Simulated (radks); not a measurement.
Values are calculated unless marked as measured or tabulated.
Ni4+, configuration [Ne] 3s2 3p4 3d8 (not the ground configuration). Code: a radial shooting solver on a logarithmic mesh with Libxc functionals. Model: non-relativistic Kohn-Sham, LDA (Slater exchange, VWN5 correlation), spin-polarised, spherical densities, point nucleus; open shells are filled with parallel spins first.

Local quantities along the radius. ELF = 1/(1 + alpha^2) is the electron localisation function; alpha = (tau - tau_W)/tau_unif compares the Pauli kinetic energy density with that of the uniform gas (summed over spins).

```
   r/bohr * ELF (the largest magnitude, 1, reaches the edge; | marks zero)
 0.002015 |                                                      *
 0.002541 |                                                      *
  0.00323 |                                                      *
 0.004107 |                                                      *
 0.005179 |                                                      *
 0.006584 |                                                      *
  0.00837 |                                                      *
  0.01056 |                                                      *
  0.01342 |                                                      *
  0.01692 |                                                      *
  0.02151 |                                                      *
  0.02735 |                                                     *
  0.03449 |                                                    *
  0.04384 |                                                 *
  0.05529 |                                     *
  0.07029 |                    *
  0.08936 |              *
   0.1127 |                      *
   0.1433 |                                    *
   0.1821 |                                           *
   0.2297 |                                         *
    0.292 |                         *
   0.3682 |           *
   0.4681 |                   *
    0.595 |                                   *
   0.7504 |                                       *
    0.954 |                                   *
    1.213 |                      *
    1.529 |        *
    1.944 | *
    2.452 *
    3.117 *
```

On this mesh the ELF has minima near r = 0.089, 0.37 bohr, which separate the shells, and maxima near 0.20 (0.81), 0.75 (0.73).
